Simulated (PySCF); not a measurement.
Predicted microwave data (PBE0/pcSseg-1 in PySCF (dipole) on a GFN2-xTB geometry, gas phase) for one isomer of C8H11FSi:

- Rotational constants: A = 1808, B = 738.3, C = 663.8 MHz
- Dipole components: |μa| = 0.80 D, |μb| = 0.99 D, |μc| = 0.44 D
- Inertial defect: -202.60 u·Å²
- κ: -0.87

Question: Which candidate fits, each taken in the one conformer that was computed?
A. `[CH2:1]=[CH:2][CH2:3][C:4]#[C:5][C@@:6]1([SiH3:7])[CH2:8][C@H:9]1[F:10]` with C1–C2–C3–C4 -1°
B. `[CH2:1]=[CH:2][CH2:3][Si@:4]1([CH3:5])[CH:6]=[CH:7][CH:8]=[C:9]1[F:10]` with C1–C2–C3–Si4 -104°, C2–C3–Si4–C5 61°
C. `[CH:1]#[C:2][Si@@H:3]1[CH2:4][C@H:5]([CH:6]2[CH2:7][CH2:8]2)[C@@H:9]1[F:10]` with C4–C5–C6–C7 155°, C2–Si3–C4–C5 -120°, Si3–C4–C5–C6 133°, C5–C6–C7–C8 -109°, C4–C5–C9–F10 105°
D. `[CH2:1]=[CH:2][C@@H:3]1[CH:4]=[C:5]([SiH2:6][F:7])[CH:8]=[CH:9][CH2:10]1` with C1–C2–C3–C4 -118°, C4–C5–Si6–F7 -1°, C2–C3–C4–C5 -156°, C4–C5–C8–C9 16°, C8–C9–C10–C3 -32°, C2–C3–C10–C9 169°

Answer: B. It is C=CC[Si@]1(C)C=CC=C1F, an asymmetric top, point group C1. The candidates at the same level (rigid rotor, commonest isotopes):

| SMILES | A (MHz) | B (MHz) | C (MHz) | μa (D) | μb (D) | μc (D) | Δ (u·Å²) | point group | rotor |
| --- | --- | --- | --- | --- | --- | --- | --- | --- | --- |
| C=CC[Si@]1(C)C=CC=C1F | 1808 | 738.3 | 663.8 | 0.80 | 0.99 | 0.44 | -202.60 | C1 | asymmetric top |
| C=CCC#C[C@@]1([SiH3])C[C@H]1F | 1578 | 640.6 | 502.8 | 0.38 | 0.91 | 0.76 | -104.00 | C1 | asymmetric top |
| C#C[Si@@H]1C[C@H](C2CC2)[C@@H]1F | 2389 | 638.6 | 598.6 | 0.00 | 1.32 | 0.24 | -158.69 | C1 | near-prolate asymmetric top |
| C=C[C@@H]1C=C([SiH2]F)C=CC1 | 1764 | 691.7 | 514.9 | 1.28 | 1.74 | 0.07 | -35.67 | C1 | asymmetric top |

`C=CCC#C[C@@]1([SiH3])C[C@H]1F` has C 24 % too low; `C#C[Si@@H]1C[C@H](C2CC2)[C@@H]1F` has A 32 % too high; `C=C[C@@H]1C=C([SiH2]F)C=CC1` has C 22 % too low. No structure here is proved a minimum.
